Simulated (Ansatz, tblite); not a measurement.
Cost and result up the ladder for `Cl[Si](Cl)(Cl)Cc1ccc(-c2cnc(-c3ccccc3)nc2)cc1` (36 atoms). The state is a singlet with charge 0. Geometry: PBE-D4/def2-SVP.

Ansatz on 2 threads of AMD EPYC 7R13 on a shared host and a share (18 GiB) of an NVIDIA H100 80GB HBM3; xTB runs through tblite on one thread. Times are rough, summed over both states, and most runs start from the orbitals of an earlier one. B2PLYP/def2-TZVP serves as the yardstick here, not as an exact answer. The other state is a doublet.

The xTB rows come from tblite. Correlated methods freeze 39 core orbitals. Single mean-field runs in def2-TZVP are fitted with def2-universal-jkfit.

Correlated methods converge slowly with the basis.

Raw xTB energies of ions are shifted by several eV.

```tsv
level	functions	wall time	vertical IE (eV)	difference from B2PLYP/def2-TZVP (eV)
GFN1-xTB	138	0.2 s	12.87	5.06
GFN2-xTB	125	0.24 s	12.16	4.34
PBE-D4/def2-TZVP	815	12 s	7.51	-0.31
PBE0-D4/def2-TZVP (with forces)	815	17 s	7.78	-0.04
B2PLYP/def2-TZVP (with forces)	815	40 s	7.82	0.00
```
